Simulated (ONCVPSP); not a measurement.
## Logarithmic derivatives: Ir (Z = 77), ONCV

ONCVPSP 4.0.1 input, shortened (lines: element, Z, core and valence counts, functional; n l f; lmax; l rc ep ncon nbas qcut; lloc lpopt rc5 dvloc0; l nproj debl; icmod fcfact rcfact), PBE, scalar-relativistic:

```
  Ir 77.00   10    5        4      upf
    1    0    2.00
    2    0    2.00
    2    1    6.00
    3    0    2.00
    3    1    6.00
    3    2   10.00
    4    0    2.00
    4    1    6.00
    4    2   10.00
    4    3   14.00
    5    0    2.00
    5    1    6.00
    5    2    7.00
    6    0    1.50
    6    1    0.50
    2
    0    1.75    0.00    4    8    6.50
    1    2.00    0.00    4    8    5.40
    2    1.45    0.00    4    8    6.50
    4    4    1.00    4.00
    0    2    0.70
    1    3    1.10
    2    2    3.40
    1    0.25    0.00
```

The phase is arctan(r·R′/R) of the radial function R(r), unwrapped; energies in Ha, scanned from -5 to 5 Ha. A pole is an energy at which the radial function vanishes at the test radius. The pseudo phase is shifted by a multiple of π to meet the all-electron one at the reference energy, and phase errors are pseudo minus all-electron; the curves can meet again beyond the range given. Levels narrower than the energy grid can be missing from the lists of poles.

```
channel  radius (bohr)  reference energy (Ha)  poles, all-electron  poles, pseudo  unbroken range about the reference energy with phases within 0.05 rad  phase error 1 Ha above the reference energy (rad)
      s           1.78                  -0.26          -3.43, 4.86    -3.43, 4.46                                                        the whole range                                             -0.002
      p           2.03                  -0.06          -1.86, 4.18    -1.86, 4.18                                                        the whole range                                             +0.000
      d           1.47                  -0.30                 2.49           2.49                                                        the whole range                                             -0.000
```

Phases in the s channel:

| E (Ha) | all-electron | pseudo |
| --- | --- | --- |
| -4.96 | 1.241 | 1.241 |
| -4.72 | 1.200 | 1.200 |
| -4.48 | 1.131 | 1.131 |
| -4.24 | 0.981 | 0.981 |
| -4.00 | 0.430 | 0.429 |
| -3.76 | -1.081 | -1.081 |
| -3.52 | -1.509 | -1.509 |
| -3.28 | -1.643 | -1.643 |
| -3.04 | -1.712 | -1.712 |
| -2.80 | -1.760 | -1.760 |
| -2.56 | -1.798 | -1.798 |
| -2.32 | -1.834 | -1.834 |
| -2.08 | -1.870 | -1.870 |
| -1.84 | -1.908 | -1.908 |
| -1.60 | -1.952 | -1.952 |
| -1.36 | -2.004 | -2.004 |
| -1.12 | -2.068 | -2.068 |
| -0.88 | -2.151 | -2.151 |
| -0.64 | -2.263 | -2.263 |
| -0.40 | -2.419 | -2.419 |
| -0.16 | -2.641 | -2.641 |
| 0.08 | -2.946 | -2.946 |
| 0.32 | -3.309 | -3.310 |
| 0.56 | -3.651 | -3.652 |
| 0.80 | -3.914 | -3.916 |
| 1.04 | -4.100 | -4.103 |
| 1.28 | -4.231 | -4.234 |
| 1.52 | -4.325 | -4.329 |
| 1.76 | -4.396 | -4.399 |
| 2.00 | -4.451 | -4.455 |
| 2.24 | -4.494 | -4.499 |
| 2.48 | -4.530 | -4.535 |
| 2.72 | -4.560 | -4.565 |
| 2.96 | -4.585 | -4.591 |
| 3.20 | -4.607 | -4.615 |
| 3.44 | -4.627 | -4.636 |
| 3.68 | -4.644 | -4.655 |
| 3.92 | -4.660 | -4.673 |
| 4.16 | -4.675 | -4.691 |
| 4.40 | -4.688 | -4.708 |
| 4.64 | -4.701 | -4.726 |
| 4.88 | -4.714 | -4.747 |
